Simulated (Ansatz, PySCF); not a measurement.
Reaction (SMILES): CB(I)I → [CH2]B(I)I + H atom (the C-H bond at the site shown breaks; other sites are not compared here)
Geometries: B3LYP-D3(BJ)/def2-TZVP minima from Ansatz (a program for electronic structure), one conformer each, not searched for the lowest. Frequencies are from Ansatz or PySCF.
Geometry of the first species:
SMILES: CB(I)I
```xyz
7

C     -2.3611    -0.3071     0.1754
B     -0.8285    -0.1058     0.0393
I      0.4752    -1.7873    -0.1796
I      0.0256     1.8525     0.1419
H     -2.9336     0.5552    -0.1677
H     -2.5826    -0.4288     1.2440
H     -2.7156    -1.2096    -0.3236
```

Quantity: bond dissociation energy (0 K, with B3LYP-D3(BJ) harmonic zero-point energies), in kcal/mol. Valence correlation only, unless marked. Open shells are spin-unrestricted. Spin-orbit coupling is left out. The frozen core is the preceding noble-gas configuration, with the filled d and f shells of earlier blocks. Past Kr the def2 sets carry scalar-relativistic core potentials. STO-3G rows are all-electron and non-relativistic. Basis-set limits of correlation are two-point, X^-3; Hartree-Fock from the larger set.

| level | program | bond dissociation energy (kcal/mol) |
|---|---|---|
| revPBE-D4/def2-TZVPD | Ansatz + dftd4 | (withheld) |
| PBE0-D4/def2-TZVPD | Ansatz + dftd4 | 89.3 |
| PBE0/def2-TZVPD | Ansatz | 89.0 |
| BHLYP-D4/def2-TZVPD | Ansatz + dftd4 | 89.4 |
| r2SCAN0-D4/def2-TZVPD | Ansatz + dftd4 | (withheld) |
| HSE06-D4/def2-TZVPD | Ansatz + dftd4 | 89.3 |
| CAM-B3LYP-D4/def2-TZVPD | Ansatz + dftd4 | (withheld) |
| SCS-MP2/def2-QZVPP | Ansatz | 94.8 |
| CCSD/STO-3G | Ansatz | 105.1 |
| CCSD/def2-SVPD | Ansatz | 89.5 |
| CCSD(T)/CBS(def2-TZVPPD,def2-QZVPPD) | Ansatz | 93.4 |

Question: Complete the blanks.

Answer: 
- revPBE-D4/def2-TZVPD, bond dissociation energy (kcal/mol): 87.0
- r2SCAN0-D4/def2-TZVPD, bond dissociation energy (kcal/mol): 88.5
- CAM-B3LYP-D4/def2-TZVPD, bond dissociation energy (kcal/mol): 91.2
